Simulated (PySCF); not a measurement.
CF6Si, SMILES F[Si](F)(C(F)(F)F)F. Heavy atoms are numbered as in [F:1][C:2]([F:3])([F:4])[Si:5]([F:6])([F:7])[F:8].

Geometry optimised at B3LYP-D3(BJ)/def2-SVP.

Computed with PBE/pcSseg-1 (PySCF).

GIAO shieldings, no solvent; atoms alike by connectivity are averaged. δ = σ(ref) − σ: ¹⁹F against CFCl3 (σ = 133.6 ppm); ¹³C against TMS (σ = 182.0 ppm); ²⁹Si against TMS (σ = 335.4 ppm), references at their B3LYP-D3(BJ)/def2-TZVP geometries, non-relativistic.

```
nucleus  atoms  count  δ (ppm)
-------  -----  -----  -------
¹⁹F         F1      3    -93.8
¹⁹F         F6      3   -175.8
¹³C         C2      1    135.9
²⁹Si       Si5      1    -82.5
```
